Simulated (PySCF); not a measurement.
HIn (SMILES [InH]), singlet, geometry from GFN2-xTB (such geometries of metal compounds can be far from the true shape) (core potentials on In). Base run: HF/def2-TZVP in PySCF.

Input for PySCF:
```python
from pyscf import gto, scf

mol = gto.Mole()
mol.atom = '''
    In   -0.000000   -0.000000   -0.039404
    H     0.000000    0.000000    1.930786
'''
mol.basis = 'def2-tzvp'
mol.ecp = {'In': 'def2-tzvp'}
mol.charge = 0
mol.spin = 0
mol.verbose = 3
mol.build()

mf = scf.RHF(mol)
mf.kernel()
mf.analyze()
```

The base run was repeated with changes; each row names its change, and settings that it needs were set with it.

```csv
change,E (Eh),HOMO (eV),HOMO-LUMO gap (eV),dipole (D),core-seconds (rough)
base,-189.77507,-7.73,8.14,1.17,1.0
functional = tpss,-190.63667,-4.91,2.58,1.41,4
functional = pbe,-190.71345,-4.80,2.33,1.38,3
functional = scan,(withheld),(withheld),(withheld),1.38,4
functional = b97m_v,-190.71752,-4.96,2.48,1.64,40
functional = tpssh,(withheld),(withheld),(withheld),(withheld),10
"functional = lda,vwn",-190.38492,-4.92,2.23,1.30,2
functional = lc_wpbe,-190.72970,-8.08,8.11,1.26,5
functional = o3lyp,-190.93960,-5.11,3.08,1.42,6
functional = m062x,-190.63665,-6.52,5.35,1.35,3
functional = pw6b95,-190.82752,-5.78,4.01,1.45,3
functional = hse06,(withheld),(withheld),(withheld),(withheld),7
functional = bp86,(withheld),(withheld),(withheld),1.41,2
```

Fill in the missing entries.


- functional = scan, E (Eh): -190.76053
- functional = scan, HOMO (eV): -5.05
- functional = scan, HOMO-LUMO gap (eV): 2.75
- functional = tpssh, E (Eh): -190.64306
- functional = tpssh, HOMO (eV): -5.27
- functional = tpssh, HOMO-LUMO gap (eV): 3.21
- functional = tpssh, dipole (D): 1.39
- functional = hse06, E (Eh): -190.70916
- functional = hse06, HOMO (eV): -5.36
- functional = hse06, HOMO-LUMO gap (eV): 3.17
- functional = hse06, dipole (D): 1.36
- functional = bp86, E (Eh): -190.83397
- functional = bp86, HOMO (eV): -4.94
- functional = bp86, HOMO-LUMO gap (eV): 2.36

Totals shift with the method and basis; they matter in differences.
